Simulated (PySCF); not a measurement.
Electron correlation in Au (gold, neutral)

[Xe] 4f14 5d10 6s1, 2S determinant. Computed with PySCF 2.14 in aug-cc-pVDZ-PP with ECP60MDF (5s5p4d2f, 54 functions), with scalar relativity through the core potential. Frozen: 5s2 5p6; 11 electrons correlated.

MP2 pair energies summed by pair of shells (mhartree):

```tsv
pair	energy	share (%)
5d-5d	-274.41	84.8
5d-6s	-49.06	15.2
```

Total MP2 correlation energy: -323.47 mhartree.

Same-spin part -113.66 and opposite-spin part -209.82 mhartree; SCS-MP2 scales them by 1/3 and 6/5 to -289.66 mhartree.
